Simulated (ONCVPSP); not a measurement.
## How hard is this Li (Z = 3) ONCV potential?

ONCVPSP 4.0.1 input, shortened (lines: element, Z, core and valence counts, functional; n l f; lmax; l rc ep ncon nbas qcut; lloc lpopt rc5 dvloc0; l nproj debl; icmod fcfact rcfact), PBE, non-relativistic:

```
  Li 3.00    1    1        4      upf
    1    0    2.00
    2    0    1.00
    2
    0    3.40    0.00    4    7    2.20
    1    3.25    0.14    4    8    2.80
    2    3.20    0.32    4    7    2.80
    2    5    3.20    0.00
    0    2    4.00
    1    1    2.10
    2    0    1.70
    4    0.30    0.00
```

In the p channel the program set the typed energies aside and used 0.050 Ha.

Task: For each optimised wave give the share of its norm inside rc, the residual kinetic energy above qcut (Ha) and the cutoffs (Ha) for errors of 10, 1, 0.1 and 0.01 mHa per electron.

Result:

```json
{"wave": "2s", "norm inside rc": "0.440", "residual KE": "7.8e-05", "10 mHa": "0.3", "1 mHa": "1.4", "0.1 mHa": "2.5", "0.01 mHa": "8.3"}
{"wave": "s projector 2", "norm inside rc": "0.185", "residual KE": "4.0e-01", "10 mHa": "9.3", "1 mHa": "14.4", "0.1 mHa": "19.6", "0.01 mHa": "32.8"}
{"wave": "p projector 1", "norm inside rc": "0.138", "residual KE": "2.3e-05", "10 mHa": "0.8", "1 mHa": "2.0", "0.1 mHa": "3.3", "0.01 mHa": "6.2"}
{"wave": "d projector 1", "norm inside rc": "0.137", "residual KE": "1.1e-05", "10 mHa": "0.9", "1 mHa": "1.5", "0.1 mHa": "2.6", "0.01 mHa": "4.1"}
```

The occupied waves need 1.4 Ha and 2.5 Ha for 1 and 0.1 mHa. The cutoffs count occupied waves only; projector 2 of the s channel, the hardest unoccupied one, needs 14 Ha at the loose tolerance.
